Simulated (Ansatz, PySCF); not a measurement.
Constitutional and geometric isomers with formula CH6Si3. All species are isolated molecules in the gas phase. One relaxed conformer stands for each flexible species; it need not be the lowest. Strings in code marks are SMILES.

Quantity: vertical ionisation energy (energy after one electron is removed minus that of the parent at the parent's geometry), in eV. The restricted reference of `C1[SiH]=[SiH][SiH2]1`, `C1=[SiH][SiH2][SiH2]1`, `[SiH2]=C=[SiH][SiH3]`, `C=[Si]1[SiH2][SiH2]1`, `C[SiH]1[SiH]=[SiH]1`, `C[Si]1=[SiH][SiH2]1` and `[SiH2]=C[SiH]=[SiH2]` is unstable towards unrestricted orbitals.

Level 1: PBE0-D3(BJ)/def2-TZVP (PySCF)
Level 2: frozen-core MP2/cc-pVTZ // PBE0-D3(BJ)/def2-TZVP (Ansatz, a program for electronic structure)
Level 3: PBE/6-31G* // PBE0-D3(BJ)/def2-TZVP (PySCF)
Level 4: minus the HOMO energy of PBE0-D3(BJ)/def2-TZVP (PySCF)

| species | level 2 | level 3 | level 4 |
|---|---|---|---|
| `C[SiH]1[SiH]=[SiH]1` | 7.97 | 7.75 | 6.02 |
| `C1=[SiH][SiH2][SiH2]1` | 8.96 | 8.57 | 6.90 |
| `C=[Si]1[SiH2][SiH2]1` | 8.55 | 8.38 | 6.72 |
| `[SiH2]=C[SiH]=[SiH2]` (Si–C–Si–Si torsion 48°) | 7.16 | 7.16 | 5.48 |
| `C1[SiH]=[SiH][SiH2]1` | 7.72 | 7.59 | 5.83 |
| `C[Si]1=[SiH][SiH2]1` | 7.80 | 7.59 | 5.85 |
| `[SiH2]=C=[SiH][SiH3]` | 8.46 | 8.16 | 6.53 |

Task: What does level 1 give for each, and how far do the other levels lie from it on average?

Result: 
- `C[SiH]1[SiH]=[SiH]1`: 7.76
- `C1=[SiH][SiH2][SiH2]1`: 8.62
- `C=[Si]1[SiH2][SiH2]1`: 8.32
- `[SiH2]=C[SiH]=[SiH2]` (Si–C–Si–Si torsion 48°): 7.10
- `C1[SiH]=[SiH][SiH2]1`: 7.58
- `C[Si]1=[SiH][SiH2]1`: 7.59
- `[SiH2]=C=[SiH][SiH3]`: 8.11
Mean absolute difference from level 1, which has limits of its own, over these rows (drawn at random from the members that have all these levels): level 2 0.222 eV, level 3 0.033 eV, level 4 1.68 eV.
